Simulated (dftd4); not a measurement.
H$_{6}$AlO$_{2}$Si$_{2}$ (SMILES [SiH3][O][Al+][O][SiH3]), charge +1, singlet, at a GFN2-xTB geometry (such geometries of metal compounds can be far from the true shape); D4 for bp86 (dftd4).

The dftd4 input:
```
$ dftd4 mol.xyz --func bp86 --charge 1 --json dftd4.json --noedisp --property

# file mol.xyz
11

Al     0.00000000    -0.00000000    -0.00000000
O     -1.35076414     0.16845009     0.86244077
Si    -2.81839043     0.35147375     1.79949611
H     -2.60943543    -0.64800399     2.84364877
H     -3.83169504     0.04015784     0.79492213
H     -2.71613638     1.74982381     2.20819395
O      1.35076414    -0.16845009    -0.86244077
Si     2.81839043    -0.35147375    -1.79949611
H      2.37190485    -1.27348421    -2.84037077
H      3.72579932    -0.89679443    -0.79346074
H      3.05956268     1.02830098    -2.21293335
```

It wrote (shortened):

```
                    ____  _____ _____     ____  _  _
      -------------|  _ \|  ___|_   _|---|  _ \| || |------------
     |             | | | | |_    | | ___ | | | | || |_           |
     |             | |_| |  _|   | ||___|| |_| |__   _|          |
     |             |____/|_|     |_|     |____/   |_|            |
     |             ===================================           |
     |            E. Caldeweyher, S. Ehlert & S. Grimme          |
     |          Mulliken Center for Theoretical Chemistry        |
     |                    University of Bonn                     |
      -----------------------------------------------------------

Rational (Becke-Johnson) damping: bp86-D4-ATM
---------------------
  s6         1.0000
  s8         3.3550
  s9         1.0000
  a1         0.4365
  a2         4.9241
 alp        16.0000
--------------------

Atomic data, radii in Ångström:
------------------------------------------------------
   Z          R(cov)      r4/r2   hardness         EN
------------------------------------------------------
  13 Al       1.5067     2.9910     0.2635     1.6100
   8 O        0.8400     1.3725     0.5869     3.4400
  14 Si       1.3867     2.5839     0.3054     1.9000
   1 H        0.4267     1.0622     0.4726     2.2000
------------------------------------------------------

Atomic reference systems (in atomic units):
----------------------------------------------------------------------------
   Z        #      CN     q+Z       C6(AA)   #      CN     q+Z       C6(AA)
----------------------------------------------------------------------------
  13 Al     1  0.0000 13.0000     552.5530   2  0.8657 13.0371     439.2396
            3  1.7326 13.0508     252.6789   4  2.6154 13.0529     148.1048
   8 O      1  0.0000  8.0000      15.5711   2  0.8042  7.6453      20.8489
            3  1.6112  7.4012      24.8631   4  0.9798  8.0000      14.9880
  14 Si     1  0.0000 14.0000     321.4498   2  0.8915 14.0165     270.4983
            3  1.8234 13.9936     236.2774   4  2.8003 13.9692     228.3542
            5  3.6668 13.9341     158.2713
   1 H      1  0.0000  1.0000       7.6362   2  0.8942  1.0000       3.0374
----------------------------------------------------------------------------

Atomic properties (in atomic units):
----------------------------------------------------------------------------
     #    Z              CN          q      C6(AA)        C8(AA)   alpha(0)
----------------------------------------------------------------------------
     1   13 Al       1.5511     0.6879    226.8101    21737.6979    35.4731
     2    8 O        1.4977    -0.4228     21.2886      429.6157     6.2324
     3   14 Si       3.5598     0.1706    150.7719    10784.2091    22.8103
     4    1 H        0.9191     0.1361      1.4903       18.0151     1.9093
     5    1 H        0.9191     0.1361      1.4903       18.0151     1.9093
     6    1 H        0.9191     0.1361      1.4903       18.0151     1.9093
     7    8 O        1.4977    -0.4228     21.2886      429.6157     6.2324
     8   14 Si       3.5598     0.1706    150.7719    10784.2091    22.8103
     9    1 H        0.9191     0.1361      1.4903       18.0151     1.9093
    10    1 H        0.9191     0.1361      1.4903       18.0151     1.9093
    11    1 H        0.9191     0.1361      1.4903       18.0151     1.9093
----------------------------------------------------------------------------

Molecular properties (in atomic units):
----------------------------------------
 molecular C6                3062.3013
 molecular C8              173938.4421
----------------------------------------

Dispersion energy:      -1.1060784678794E-02 Eh

[Info] JSON dump of results written to 'dftd4.json'
```
